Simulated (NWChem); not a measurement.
Isomers of C₄H₅NS, each optimised at B3LYP/6-31G* with NWChem, gas phase unless a solvent is named. Flexible species stand in one conformer each, which need not be the lowest. Pople sets run with spherical d functions. Relative energies count from the lowest isomer at each level and are electronic, without zero-point energy, on those geometries.

A: Nc1ccsc1
B: Cc1nccs1
C: Cc1cncs1
D: Nc1cccs1

| quantity | A | B | C | D |
|---|---|---|---|---|
| relative energy, CAM-B3LYP/def2-TZVP (kcal/mol) | 4.9 | 0.0 | [?] | 6.6 |
| relative energy, M06-2X/def2-TZVP (kcal/mol) | 4.5 | 0.0 | [?] | 6.1 |
| relative energy, r2SCAN/def2-TZVP (kcal/mol) | 5.0 | 0.0 | [?] | 6.6 |
| SMD solvation free energy in toluene, B3LYP/6-31G* (kcal/mol) | -5.6 | -4.3 | [?] | -5.9 |

**Question.** Complete the blanks.

**Answer.** 
- relative energy, CAM-B3LYP/def2-TZVP (kcal/mol), C: 2.2
- relative energy, M06-2X/def2-TZVP (kcal/mol), C: 2.0
- relative energy, r2SCAN/def2-TZVP (kcal/mol), C: 2.1
- SMD solvation free energy in toluene, B3LYP/6-31G* (kcal/mol), C: -4.4
